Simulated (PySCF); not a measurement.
C2H9GeN. Atoms are numbered in the order given.

```xyz
13

Ge     0.5080    -0.3521     0.3136
N      1.3161     1.0197    -0.6409
C     -1.3288    -0.5245    -0.3690
C     -2.1016     0.7974    -0.3457
H      1.3495    -1.6171     0.0345
H      0.4672    -0.1011     1.8502
H      0.9818     1.9490    -0.3889
H      2.3319     1.0293    -0.5603
H     -1.2559    -0.9129    -1.3981
H     -1.8453    -1.2949     0.2280
H     -2.1897     1.2012     0.6770
H     -3.1248     0.6793    -0.7392
H     -1.6004     1.5603    -0.9636
```
Charge 0, spin multiplicity 1.

The structure is a stationary point at B3LYP-D3(BJ)/def2-SVP. Other conformers were not sampled.

Level of theory: r2SCAN/def2-TZVP run with PySCF.

The molecule is in vacuum.

| Quantity | Value |
|---|---|
| total energy | -2213.35177 hartree |
| highest occupied level | -6.01 eV |
| lowest empty level | 0.31 eV |
| orbital gap | 6.32 eV |
| dipole moment | 0.71 D |
| quadrupole, principal values (traceless, Buckingham form, about the centre of nuclear charge) | -5.69, 0.35, 5.34 D·Å |
| mean static polarisability | 64.6 bohr³ (9.58 Å³) |
| polarisability, principal values | 58.4, 63.2, 72.3 bohr³ |
